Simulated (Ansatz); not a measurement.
Ansatz (an electronic-structure program) input (r2SCANh/def2-TZVPD):

Ansatz 0.2 input:
```yaml
crystal:
  periodic: [false, false, false]
  atoms:
    - {symbol: C, position_ang: [2.49855111, -0.12665571, 0.02270196]}
    - {symbol: C, position_ang: [1.09907572, -0.61661306, -0.18179739]}
    - {symbol: C, position_ang: [-0.02930026, 0.09412006, -0.21202849]}
    - {symbol: C, position_ang: [-0.11505672, 1.58420282, -0.04351778]}
    - {symbol: C, position_ang: [-1.36187686, -0.59296469, -0.41934501]}
    - {symbol: C, position_ang: [-2.25086440, -0.54685512, 0.77485100]}
    - {symbol: H, position_ang: [2.95123112, -0.60243532, 0.89790403]}
    - {symbol: H, position_ang: [3.12882261, -0.38650374, -0.83320204]}
    - {symbol: H, position_ang: [2.55740708, 0.95117868, 0.16305033]}
    - {symbol: H, position_ang: [1.00987147, -1.69119266, -0.32256351]}
    - {symbol: H, position_ang: [-0.54652198, 2.04330539, -0.93881761]}
    - {symbol: H, position_ang: [0.84956343, 2.05075980, 0.14161827]}
    - {symbol: H, position_ang: [-0.78144689, 1.83669425, 0.78571866]}
    - {symbol: H, position_ang: [-1.87958988, -0.14127663, -1.27444090]}
    - {symbol: H, position_ang: [-1.17559302, -1.63911734, -0.70621401]}
    - {symbol: H, position_ang: [-1.82964842, -0.62678506, 1.76827668]}
    - {symbol: H, position_ang: [-3.32726711, -0.56603313, 0.67348442]}
basis:
  gaussian:
    orbitals: def2-TZVPD
hamiltonian:
  xc: {name: r2SCANh}
magnetization: {spin_polarized: true, initial_magnetization: 1}
output: {forces: true}
```

Output:

```
Functional definition: r2SCANh
integrals: 0.29 GiB planned
1605 factors; their error is unknown
0.49 GiB of the device are held for the grids
2.02 GiB of device memory are held for the factors and their scratch space
mean field: 2.96 GiB planned
mean field evaluation 1: about -6383.4734 eV, gradient 5.4e1 eV
mean field evaluation 2: about -6376.9700 eV, gradient 6.3e1 eV
mean field evaluation 4: about -6397.5564 eV, gradient 5.4e0 eV
mean field evaluation 8: about -6397.7020 eV, gradient 1.8e-1 eV
mean field evaluation 16: about -6397.6421 eV, gradient 3.1e-3 eV
mean field -6397.64206326 eV, -235.1090093473 hartree, gradient 8.5e-5 eV, S^2 0.757515; 0 other end points of the search recorded, 0 dependent functions left out
the calculation of the forces begins
reference -6397.64208095 eV, -235.1090099973 hartree; 24, 23 occupied and 297, 298 virtual orbitals, 1605 factors
Total energy: -6397.64208095 eV, -235.1090099973 hartree
Atom 0 at     2.498551    -0.126656     0.022702 Å, force    -0.106766    -0.014619    -0.013866 eV/Å
Atom 1 at     1.099076    -0.616613    -0.181797 Å, force     0.138325     0.044148     0.018934 eV/Å
Atom 2 at    -0.029300     0.094120    -0.212028 Å, force    -0.111636     0.085948     0.008470 eV/Å
Atom 3 at    -0.115057     1.584203    -0.043518 Å, force     0.009862    -0.120061    -0.015457 eV/Å
Atom 4 at    -1.361877    -0.592965    -0.419345 Å, force     0.064298     0.022876     0.038214 eV/Å
Atom 5 at    -2.250864    -0.546855     0.774851 Å, force     0.041058     0.023040    -0.041938 eV/Å
Atom 6 at     2.951231    -0.602435     0.897904 Å, force    -0.014508     0.006905    -0.030662 eV/Å
Atom 7 at     3.128823    -0.386504    -0.833202 Å, force    -0.020878    -0.000535     0.027639 eV/Å
Atom 8 at     2.557407     0.951179     0.163050 Å, force    -0.002615    -0.025084    -0.003641 eV/Å
Atom 9 at     1.009871    -1.691193    -0.322564 Å, force    -0.011714    -0.012059    -0.003165 eV/Å
Atom 10 at    -0.546522     2.043305    -0.938818 Å, force     0.000651    -0.018866     0.019664 eV/Å
Atom 11 at     0.849563     2.050760     0.141618 Å, force    -0.016164    -0.011321    -0.001572 eV/Å
Atom 12 at    -0.781447     1.836694     0.785719 Å, force    -0.000740    -0.011286    -0.014419 eV/Å
Atom 13 at    -1.879590    -0.141277    -1.274441 Å, force     0.010455     0.008627     0.012330 eV/Å
Atom 14 at    -1.175593    -1.639117    -0.706214 Å, force     0.004490     0.024161     0.012426 eV/Å
Atom 15 at    -1.829648    -0.626785     1.768277 Å, force     0.010874     0.000969    -0.004789 eV/Å
Atom 16 at    -3.327267    -0.566033     0.673484 Å, force     0.005009    -0.002842    -0.008166 eV/Å
Dipole moment:     0.026676     0.024991    -0.031294 e Å
```

It need not be the lowest isomer of its formula.
